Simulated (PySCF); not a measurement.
Two species compared at the same levels of theory.

First species: C₅H₃F₄NO.
Structure used (PBE0-D3(BJ)/def2-SVP), in Å, numbered top down from 1:
```
atom  x, y, z in Å
N1     1.061    1.789    2.082
C2     0.423    1.388    1.206
C3    -0.410    0.910    0.123
C4    -1.535   -0.107    0.402
F5    -2.769    0.373    0.176
O6    -1.101   -0.935   -0.642
C7     0.076   -0.176   -0.861
C8     1.317   -0.961   -0.473
F9     1.249   -1.387    0.786
F10    1.453   -2.020   -1.262
F11    2.397   -0.194   -0.603
H12   -0.835    1.765   -0.423
H13   -1.527   -0.609    1.383
H14    0.195    0.147   -1.908
```

Second species: C3H7FOSi.
SMILES with atom numbers: `[CH2:1]=[C:2]([CH2:3][F:4])[SiH2:5][OH:6]` (hydrogens: H7, H8 on C1; H9, H10 on C3; H11, H12 on Si5; H13 on O6)

Levels: CAM-B3LYP/def2-SVPD for dipole moment, HOMO energy, LUMO energy, HOMO–LUMO gap, static isotropic polarisability and electronic spatial extent ⟨r²⟩ about the centre of nuclear charge; TDDFT CAM-B3LYP/def2-SVPD for lowest singlet excitation; PBE0-D3(BJ)/def2-SVP for rotational constant A and rotational constant C. Geometries: PBE0-D3(BJ)/def2-SVP. Each structure is a single optimised conformer of the isolated species, non-relativistic unless stated; the electronic structure was computed with PySCF and density fitting.

Dipoles, sizes and rotational constants follow the conformer. The torsions of the flexible species, by atom-mapped SMILES:
- `[N:1]#[C:2][C@@H:3]1[C@@H:4]([F:5])[O:6][C@@H:7]1[C:8]([F:9])([F:10])[F:11]`: O6–C7–C8–F9 -55°
- `[CH2:1]=[C:2]([CH2:3][F:4])[SiH2:5][OH:6]`: C1–C2–C3–F4 -146°, C1–C2–Si5–O6 118°, H–O6–Si5–C2 41°

Values for the first species:

* Dipole moment: 2.62 D
* HOMO energy: -10.96 eV
* LUMO energy: 0.57 eV
* HOMO–LUMO gap: 11.53 eV
* Lowest singlet excitation: 7.34 eV
* Static isotropic polarisability: 65.7 au
* Electronic spatial extent ⟨r²⟩ about the centre of nuclear charge: 1516 bohr²
* Rotational constant A: 1.545 GHz
* Rotational constant C: 0.702 GHz

Problem. Estimate the same properties for the second species, and the change in each.

Solution. 
```csv
property,first,second,second less first
dipole moment,2.62 D,2.97 D,+0.35 D
HOMO energy,-10.96 eV,-9.46 eV,+1.50 eV
LUMO energy,0.57 eV,0.20 eV,-0.37 eV
HOMO–LUMO gap,11.53 eV,9.66 eV,-1.87 eV
lowest singlet excitation,7.34 eV,6.34 eV,-1.00 eV
static isotropic polarisability,65.7 au,67.7 au,+2.0 au
electronic spatial extent ⟨r²⟩ about the centre of nuclear charge,1516 bohr²,763 bohr²,-753 bohr²
rotational constant A,1.545 GHz,3.298 GHz,+1.753 GHz
rotational constant C,0.702 GHz,1.627 GHz,+0.925 GHz
```

On the first: S1 lies 4.19 eV below the HOMO–LUMO gap; its leading configuration is HOMO−2→LUMO, weight 0.26, beside HOMO−1→LUMO+1, weight 0.20. The 6 singlets span 7.34 to 8.76 eV, and their oscillator strengths add up to 0.04.

On the second: No computed singlet falls in the visible range (750 to 380 nm, 1.65 to 3.26 eV); S1 lies 3.08 eV above its blue end.
